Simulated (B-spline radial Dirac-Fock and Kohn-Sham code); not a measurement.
**Scattering functions of Eu¹⁷⁺**

System: europium as Eu¹⁷⁺, [Kr] 4d10.

Level of theory: Dirac-Fock orbitals of the configuration average with a finite nucleus; a radial atomic solver. f₀ is the Fourier transform of the spherical electron density, S the Waller-Hartree incoherent function, and s = sin θ/λ.

```csv
s (Å⁻¹),f₀,S
0,46.000,0.000
0.05,45.847,0.129
0.1,45.395,0.507
0.15,44.657,1.113
0.2,43.659,1.913
0.25,42.432,2.867
0.3,41.015,3.932
0.35,39.447,5.068
0.4,37.774,6.240
0.45,36.036,7.419
0.5,34.275,8.587
0.6,30.821,10.845
0.7,27.638,12.979
0.8,24.861,14.996
0.9,22.535,16.908
1,20.641,18.712
1.1,19.115,20.399
1.2,17.876,21.956
1.4,15.946,24.657
1.6,14.359,26.854
1.8,12.878,28.658
2,11.453,30.186
2.5,8.409,33.237
3,6.453,35.560
3.5,5.377,37.381
4,4.741,38.840
5,3.802,40.984
6,2.957,42.389
```

f₀ starts at the number of electrons, 46, and has fallen to half at s ≈ 0.88 Å⁻¹. The sum of ⟨r²⟩ over the electrons is 8.307 bohr².

Values without a named source are computed, but for edge energies of neutral atoms, which are taken from tables.
